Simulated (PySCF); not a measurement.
A calculated (PBE, PySCF 2.14, aug-cc-pV(D+d)Z, no relativity, point nucleus) atom or ion has these occupied shells.

```tsv
shell	electrons	orbital energy (eV)	rms radius, mean of both spins (bohr)
1s α	1	-3121.3	0.0998
1s β	1	-3121.1	0.0998
2s α	1	-308.76	0.452
2s β	1	-308.57	0.452
2p α	3	-243.89	0.420
2p β	3	-243.62	0.420
3s α	1	-37.085	1.48
3s β	1	-35.729	1.48
3p α	3	-22.652	1.69
3p β	2	-21.532	1.69
```

(1) Name the element and its charge.

Results:

(1) Ar⁺ (argon, charge +1), in [Ne] 3s2 3p5, 2P determinant.
